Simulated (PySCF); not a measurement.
Record of a relaxation.

Species: BrGeH3.
Bonds: Ge1–Br2. Hydrogens: H3, H4, H5 on Ge1.

Computed by this run: PBE0-D3(BJ)/def2-SVP geometry optimisation, gas phase (PySCF 2.14.0); density fitting, grid level 1; the optimiser is geomeTRIC in internal coordinates, started from a GFN2-xTB structure with every atom displaced at random (about 0.01 Å). The frame can shift and turn from step to step; on so coarse a grid that alone can change the energy by a few meV, and forces under 0.02 eV/Å are noise.

Step 0: E = -126583.3983 eV, largest atomic force 1.327 eV/Å
```
atom  x, y, z in Å  |  force x, y, z in eV/Å
Ge1    -0.162   -0.029   -0.007   -0.769   0.484  -0.336
Br2     2.068    0.036    0.076    1.323  -0.029   0.085
H3     -0.686   -0.647    1.246   -0.255  -0.379   0.692
H4     -0.618    1.418   -0.125   -0.155   0.240  -0.019
H5     -0.568   -0.812   -1.228   -0.143  -0.317  -0.423
```

Step 1: E = -126583.4716 eV, largest atomic force 0.263 eV/Å
```
atom  x, y, z in Å  |  force x, y, z in eV/Å
Ge1     0.127    0.171   -0.052    0.024  -0.078   0.075
Br2     2.453    0.221    0.068   -0.255  -0.007   0.000
H3     -0.402   -0.488    1.247    0.115   0.100  -0.214
H4     -0.360    1.628   -0.173    0.050  -0.101   0.005
H5     -0.260   -0.657   -1.298    0.066   0.086   0.135
```

Step 2: E = -126583.4775 eV, largest atomic force 0.039 eV/Å
```
atom  x, y, z in Å  |  force x, y, z in eV/Å
Ge1     0.124    0.170   -0.053    0.037  -0.003   0.011
Br2     2.435    0.222    0.075   -0.032   0.003   0.007
H3     -0.392   -0.485    1.235    0.000  -0.004   0.001
H4     -0.358    1.621   -0.174   -0.007   0.009  -0.006
H5     -0.250   -0.654   -1.291    0.002  -0.005  -0.012
```

Step 3: E = -126583.4775 eV, largest atomic force under 0.02 eV/Å
```
atom  x, y, z in Å  |  force x, y, z in eV/Å
Ge1     0.124    0.170   -0.053    0.008   0.002   0.000
Br2     2.432    0.225    0.081   -0.002   0.005   0.007
H3     -0.393   -0.487    1.233   -0.004  -0.004   0.001
H4     -0.360    1.621   -0.176   -0.005  -0.002  -0.004
H5     -0.245   -0.655   -1.293    0.003  -0.001  -0.004
```

Q: Summarise the path.

A: The energy falls by 7.64 kJ/mol from step 0 to step 3; nine tenths of that is first reached at step 1. It falls at every step. The largest force goes from 1.327 to under 0.02 eV/Å. Among the bonds Ge1–Br2 changes most, from 2.233 to 2.312 Å; the atoms move by 0.042 Å rms after alignment.

Q: Follow the three bonds and two angles with the largest change from start to end.

A: 
```json
{"step": "0", "E above end (kJ/mol)": "7.64", "largest force (eV/Å)": "1.327", "Ge1–Br2 (Å)": "2.233", "Ge1–H3 (Å)": "1.492", "Ge1–H5 (Å)": "1.506", "Br2–Ge1–H3 (°)": "109.4", "Br2–Ge1–H4 (°)": "105.9"}
{"step": "1", "E above end (kJ/mol)": "0.57", "largest force (eV/Å)": "0.263", "Ge1–Br2 (Å)": "2.330", "Ge1–H3 (Å)": "1.550", "Ge1–H5 (Å)": "1.545", "Br2–Ge1–H3 (°)": "107.8", "Br2–Ge1–H4 (°)": "107.4"}
{"step": "2", "E above end (kJ/mol)": "0.01", "largest force (eV/Å)": "0.039", "Ge1–Br2 (Å)": "2.315", "Ge1–H3 (Å)": "1.534", "Ge1–H5 (Å)": "1.534", "Br2–Ge1–H3 (°)": "107.4", "Br2–Ge1–H4 (°)": "107.3"}
{"step": "3", "E above end (kJ/mol)": "0.00", "largest force (eV/Å)": "under 0.02", "Ge1–Br2 (Å)": "2.312", "Ge1–H3 (Å)": "1.534", "Ge1–H5 (Å)": "1.534", "Br2–Ge1–H3 (°)": "107.4", "Br2–Ge1–H4 (°)": "107.3"}
```

What follows is the cost of the whole optimisation. Hardware: an Intel Xeon 6975P-C with one thread (shared host). Cost: 6.0 s, 0.35 GiB resident at most.
